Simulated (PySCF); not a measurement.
# Working out the ionisation energy of Fe

Fe [Ar] 3d6 4s2 (5D) → Fe⁺ [Ar] 3d6 4s1 (6D). Computed with PySCF 2.14 in x2c-QZVPPall (11s7p5d4f2g, 103 functions), with scalar relativity by spin-free X2C-1e. Frozen: [Ne]. Energies in hartree (1 hartree = 27.21139 eV):

```tsv
part	Fe (lower)	Fe⁺ (upper)
UHF	-1271.374721	-1271.138432
MP2 opposite-spin	-0.355151	-0.316699
MP2 same-spin	-0.181583	-0.175567
```

**Question.** What does Hartree-Fock give?

**Answer.** (-1271.138432) − (-1271.374721) = 0.236289 hartree = 6.430 eV.

**Question.** What do MP2 and SCS-MP2 (6/5 opposite-spin, 1/3 same-spin) give?

**Answer.** The opposite-spin parts differ by 1.046 eV and the same-spin parts by 0.164 eV. MP2: 6.430 + (1.046) + (0.164) = 7.640 eV. SCS-MP2: 6.430 + 1.2 × (1.046) + (0.164)/3 = 7.740 eV.

Measured between the centres of the two terms (NIST): 7.904 eV, so MP2 (valence and next inner shell) is off by -0.264 eV.

What remains against the reference includes basis incompleteness, the frozen core and correlation beyond second order.
